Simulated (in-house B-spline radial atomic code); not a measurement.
Configurations of Ca+, with energies counted from [Ar] 4s1. Method: scalar-relativistic (X2C) PBE0, spin-polarised, spherical fractional occupations, exact exchange averaged over the configuration, Fermi nucleus of rms radius 3.4776 fm. Calculated with a radial B-spline atomic code at the basis-set limit. Shells without spins written out take the highest spin.

Occupations are held fixed; configurations that lie above the ionisation limit could autoionise.

```
               configuration  E - E(ref) (eV)  highest orbital  its <r> (bohr)
                    [Ar] 4p1           3.0476            4p up           4.376
                    [Ar] 5p1           7.2512            5p up           8.711
            [Ne] 3s2 3p5 4s2           28.456          4s down           3.323
        [Ne] 3s2 3p5 4s1 5p1           36.936            5p up            8.06
        [Ne] 3s1 3p6 4s1 5p1            57.82            5p up            8.04
[He] 2s2 2p5 3s2 3p6 4s1 5p1           360.28            5p up           7.922
```

(1) Order these further configurations by energy, lowest first.
A. [Ar] 5f1
B. [He] 2s2 2p5 3s2 3p6 4s1 4f1
C. [Ar] 4d1
D. [He] 2s2 2p5 3s2 3p6 3d1 4s1
E. [He] 2s2 2p5 3s2 3p6 4s1 5s1

(2) How far above the reference does [Ne] 3s2 3p5 4s1 4f1 lie?

Answers

(1) C (6.7024 eV), A (9.5532 eV), D (347.78 eV), E (359.13 eV), B (361.73 eV).

(2) 38.294 eV; its least bound orbital is 4f up with <r> = 8.089 bohr.
